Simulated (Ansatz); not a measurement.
Total energies of C$_{4}$H$_{10}$Si, SMILES `[SiH3]C1CCC1`.

```xyz
15

Si   -0.199   -0.719    1.775
C    -0.236    0.590    0.437
C     1.059    0.665   -0.415
C     0.359   -0.178   -1.495
C    -0.995    0.165   -0.848
H     0.752   -0.341    2.857
H    -1.551   -0.903    2.370
H     0.240   -2.024    1.204
H    -0.560    1.534    0.884
H     1.253    1.685   -0.755
H     1.983    0.269    0.013
H     0.508    0.111   -2.536
H     0.595   -1.239   -1.393
H    -1.473    1.021   -1.330
H    -1.734   -0.637   -0.770
```

Charge 0, multiplicity 1. Geometry: relaxed with PBE0-D4/def2-TZVP. Basis def2-TZVPP, Ansatz 0.2.0.

RPA on PBE orbitals: Hartree–Fock energy of these orbitals -446.20347 Eh, correlation -1.41094 Eh (frozen core).

```tsv
functional	kind	energy without D4 (Eh)	D4 term (kJ/mol)
LDA (SPW92)	LDA	-445.29131	–
PBE	GGA	-447.58505	-32.2
revPBE	GGA	-447.85331	-104.5
BLYP	GGA	-447.85845	-71.5
B97M-V	meta-GGA with VV10	-447.89904	–
PBE0	global hybrid, 25 % exact exchange	-447.64750	-27.1
r2SCAN0	meta-GGA hybrid, 25 %	-447.82325	-9.4
HSE06 (plane-wave form)	screened hybrid	-447.63048	-25.1
BHLYP	global hybrid, 50 %	-447.86254	-37.2
CAM-B3LYP	range-separated hybrid	-447.87574	-27.2
LC-ωPBE	long-range corrected hybrid	-447.78279	–
ωB97X-V	range-separated hybrid GGA with VV10	-447.88203	–
ωB97M-V	range-separated hybrid meta-GGA with VV10	-447.85033	–
B2PLYP	double hybrid	-447.68818	–
```

Problem. Give the same for r2SCAN, B3LYP, r2SCANh, PBE-QIDH. (Best estimate.)

Solution. The calculation gave: 
```json
{"functional": "r2SCAN", "kind": "meta-GGA", "energy without D4 (Eh)": "-447.83622", "D4 term (kJ/mol)": "-8.1"}
{"functional": "B3LYP", "kind": "global hybrid, 20 %", "energy without D4 (Eh)": "-447.99550", "D4 term (kJ/mol)": "-51.6"}
{"functional": "r2SCANh", "kind": "meta-GGA hybrid, 10 %", "energy without D4 (Eh)": "-447.83062", "D4 term (kJ/mol)": "-8.6"}
{"functional": "PBE-QIDH", "kind": "double hybrid", "energy without D4 (Eh)": "-447.54302", "D4 term (kJ/mol)": "–"}
```

B3LYP takes the VWN-RPA correlation (the form of Gaussian; ORCA's B3LYP/G). HSE06 is the plane-wave form, built on full-range PBE exchange. The double hybrids freeze the cores in their second-order part.

LC-ωPBE has ω = 0.4 bohr⁻¹.
